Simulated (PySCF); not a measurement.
B(H)(OH)(PH2) (BH4OP), SMILES OBP. Atoms are numbered in the order given.

```xyz
7

B     -0.0634    -0.7356     0.4681
H     -0.8445    -1.3104     1.1708
O      1.1494    -1.3113     0.3224
H      1.7539    -0.8323    -0.2510
P     -0.5424     0.9866    -0.2405
H     -1.8028     0.5982    -0.7547
H      0.1512     0.9138    -1.4773
```

Coordinates come from a PBE0-D3(BJ)/def2-TZVP optimisation. The values are those of a single conformer.

The numbers are results of PBE0/pcJ-1 (PySCF), not measurements.

Isotropic couplings with Fermi-contact, spin-dipole and both spin-orbit terms, one fixed conformer, no vibrational averaging. Isotopes: 11B, 1H, 31P.

### Question
Estimate the spin–spin coupling constants. (The exact figures need the calculation; the answer reports its results.)

### Answer

| pair | bonds apart | J (Hz) |
|---|---|---|
| B1–H2 | 1 | 152.7 |
| B1–P5 | 1 | 24.8 |
| P5–H6 | 1 | 200.4 |
| P5–H7 | 1 | 172.8 |
| B1–H4 | 2 | -6.2 |
| B1–H6 | 2 | -4.4 |
| B1–H7 | 2 | -5.5 |
| H2–P5 | 2 | 43.9 |
| H6–H7 | 2 | -9.7 |
| H2–H4 | 3 | 15.9 |
| H2–H6 | 3 | 1.1 |
| H2–H7 | 3 | 5.6 |
| H4–P5 | 3 | 5.3 |
| H4–H6 | 4 | -1.7 |
